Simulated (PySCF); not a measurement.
# How the method changes the constants of InP⁺

State: ⁴Σ⁻ (quartet), unpaired electrons σ ↑, π ↑↑. Set-up: PySCF, scalar-relativistic core potentials, basis sets In def2-SVPD with ECP28, P def2-SVPD. De refers to In⁺ + P in their high-spin ground configurations, without counterpoise correction. The functionals are run spin-unrestricted. A positive dipole points towards P; it is taken about the centre of mass and depends on that origin. Levels whose curve was spin-contaminated or gave no clean fit are not listed.

| Level | Re (Å) | ωe (cm⁻¹) | De (eV) | μ (D) |
| --- | --- | --- | --- | --- |
| UHF-MP2 | 3.224 | 86.2 | 0.286 | n/a |
| UHF-SCS-MP2 | 3.297 | 79.9 | 0.251 | n/a |
| UHF-CCSD | 3.256 | 82.9 | 0.267 | n/a |
| UHF-CCSD(T) | 3.203 | 87.4 | 0.291 | n/a |
| PBE | 2.940 | 123 | 0.55 | 0.41 |
| r²SCAN | 2.919 | 122 | 0.483 | 0.35 |
| PBE0 | 2.965 | 116 | 0.460 | 0.19 |
| r²SCAN0 | 2.956 | 116 | 0.431 | 0.20 |
| B97-3 | 3.063 | 99.7 | 0.383 | -0.05 |
| HSE06 | 2.963 | 119 | 0.479 | 0.22 |
| BHandHLYP | 3.071 | 103 | 0.362 | -0.07 |

**Question.** Which functional lies closest to UHF-CCSD(T) in De, which farthest, and by how much do they differ from it?

**Answer.** Closest is BHandHLYP (-13.2 pm in Re, +17.8 % in ωe, +0.07 eV in De against UHF-CCSD(T) in the same basis), farthest PBE (-26.3 pm in Re, +40.7 % in ωe, +0.26 eV in De). CCSD(T) converges more slowly with the basis than the functionals do and binds too weakly in this one, so the order can change at the basis-set limit.

**Question.** What does a quarter of exact exchange do here, going from PBE to PBE0?

**Answer.** PBE0 less PBE: +2.5 pm in Re, -5.7 % in ωe, -0.09 eV in De. Exact exchange removes part of the self-interaction that spreads semilocal densities, and in most molecules shortens and stiffens the bond and lowers De; here Re and ωe go the other way.

**Question.** What does the step from GGA to meta-GGA do here, going from PBE to r²SCAN?

**Answer.** r²SCAN less PBE: -2.1 pm in Re, -0.8 % in ωe, -0.07 eV in De. 

Correlated steps freeze 9 core orbitals. The bond is weak. Basis-set superposition, not corrected here, can be much of De in a small basis, most of all at correlated wavefunction levels. Spin–orbit coupling is left out, which matters for elements this heavy, above all for dissociation energies. For an ion De counts to the pair picked by the measured ionisation energies or electron affinities, which need not be the lowest pair at this level. The state is the lowest determinant that a PBE0 search found; another state may lie lower at other levels.
